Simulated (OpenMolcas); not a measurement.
Re4+ among 6 point charges of -1.5 e arranged as a tetragonal octahedron (D4h), 2.15 Å from the ion, with the axial distance 2.344 Å.
```
   2.1500    0.0000    0.0000  -1.50
   0.0000    2.1500    0.0000  -1.50
  -2.1500    0.0000    0.0000  -1.50
   0.0000   -2.1500    0.0000  -1.50
   0.0000    0.0000    2.3435  -1.50
   0.0000    0.0000   -2.3435  -1.50
```

* Program: OpenMolcas
* Method: CASSCF
* Basis: ANO-RCC-VDZP [7s6p4d2f1g]
* Scalar Hamiltonian: DKH2, point nucleus
* Active space: 3 electrons in 5 orbitals (5d)
* State averaging: 2S+1 = 4 even, 10 roots; 2S+1 = 2 even, 40 roots
* Spin-orbit coupling: state interaction with AMFI integrals over the reference wave functions

Question: What is the spin-free ground state (labels of D4, the rotations of D4h)?

Answer: 4B1, 1-fold in its orbital part, 100 % from free-ion F terms; it has the highest spin that d3 allows.

Question: Where is the first state of the same spin?

Answer: 4E at 5660 cm-1 above the ground state.

Question: What are the lowest two levels with spin-orbit coupling?

Answer: A 2-fold level E3/2 with g = 0.46, 1.39, 1.39, then a 2-fold level E1/2 586.7 cm-1 above it. Their leading multiplicities are 4 (88 %) and 4 (90 %).

Question: What is χT at 300 K?

Answer: 0.17 cm3 K/mol.

Spin-orbit coupling mixes the spin-free states strongly: the lowest level takes only 47 % from its leading state, 4B1. Without dynamic correlation the repulsion within the d shell is too large (B by tens of per cent), so at a given field states of lower spin stand too high. Point charges carry no covalency, so the field is a model and not that of real ligands. No measured value stands beside these numbers.
